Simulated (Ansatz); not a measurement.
Stepwise reaction of `[OH][Mo]([OH])(=[S])([Cl])[Cl]` with water, as a gas-phase model of exchange steps in deposition or etching. ΔE in kJ/mol; ΔG adds harmonic PBE0-D4 terms to CCSD(T)/CBS, at 1 bar.

Computed with Ansatz on PBE0-D4/def2-TZVP structures; ΔE is electronic, products minus reactants. CBS: MP2 limit from def2 TZ/QZ plus the TZ coupled-cluster correction, frozen cores. This one scheme is used for every species. DFT in def2-TZVPP. B3LYP here is the variant with VWN-RPA as its local correlation; programs differ in this. Elements past krypton have def2 core potentials. For Mo outer-core shells are correlated without core-valence functions, which leaves a few kJ/mol of doubt a bond. One conformer a species, not always the lowest.

| step | reaction | PBE-D4 | B3LYP-D4 | ωB97M-V | CCSD(T)/CBS | ΔG(400 K) |
| --- | --- | --- | --- | --- | --- | --- |
| 1 | `[OH][Mo]([OH])(=[S])([Cl])[Cl]` + H₂O → `[OH][Mo]([OH])([OH])(=[S])[Cl]` + HCl | 30.3 | 30.0 | 25.3 | 36.2 | 25.4 |

(1) Give the row of step 2, `[OH][Mo]([OH])([OH])(=[S])[Cl]` + H₂O → `[OH][Mo]([OH])([OH])([OH])=[S]` + HCl. (Best estimate.)

(2) By hand: ΔE of the 2 steps together at CCSD(T)/CBS.

Results:

(1) Computed: 
```tsv
step	reaction	PBE-D4	B3LYP-D4	ωB97M-V	CCSD(T)/CBS	ΔG(400 K)
2	`[OH][Mo]([OH])([OH])(=[S])[Cl]` + H₂O → `[OH][Mo]([OH])([OH])([OH])=[S]` + HCl	74.1	76.3	76.8	70.1	72.5
```

(2) (36.2) + (70.1) = 106.3 kJ/mol, or 53.1 kJ/mol a step.

In ΔE each step is higher than the one before. All are uphill at CCSD(T)/CBS. ΔG lies between 25.4 and 72.5 kJ/mol a step. PBE-D4 differs from CCSD(T)/CBS by -5.9 to 4.0 kJ/mol a step. Only this route is followed, and other bonds may react first. Isolated molecules leave out the surface, adducts and barriers. Largest T1 diagnostic: 0.025.
